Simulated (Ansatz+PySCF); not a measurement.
Results of a calculation; reference values are marked as such.
# Li4F4 → 4 LiF

Li4F4 (charge 0, multiplicity 1):
| atom | x (Å) | y (Å) | z (Å) |
| --- | --- | --- | --- |
| Li | -0.8556 | -0.8556 | -0.8556 |
| F | -0.9490 | -0.9490 | 0.9490 |
| F | -0.9490 | 0.9490 | -0.9490 |
| Li | -0.8556 | 0.8556 | 0.8556 |
| F | 0.9490 | -0.9490 | -0.9490 |
| Li | 0.8556 | -0.8556 | 0.8556 |
| Li | 0.8556 | 0.8556 | -0.8556 |
| F | 0.9490 | 0.9490 | 0.9490 |

LiF (charge 0, multiplicity 1):
```yaml
atoms:
  - { symbol: Li, position_ang: [0.0000, 0.0000, -1.1490] }
  - { symbol: F, position_ang: [0.0000, 0.0000, 0.3830] }
```

Shapes relaxed with PBE0/def2-SVP. Single points in def2-SVP with Ansatz (development build ahead of 0.2.0) and PySCF 2.14.0, no zero-point energy. Correlated methods freeze no orbital on H to Be, one on B to Mg, five on Al to Zn, nine on Ga to Sr.

```csv
method,reaction energy
HF (restricted),886.0 kJ/mol
MP2 (restricted),900.5 kJ/mol
PBE (restricted),872.2 kJ/mol
PBE0 (restricted),891.1 kJ/mol
wB97X (restricted),901.2 kJ/mol
```

**Question.** What does r2SCAN (restricted) give?

**Answer.** 907.8 kJ/mol.
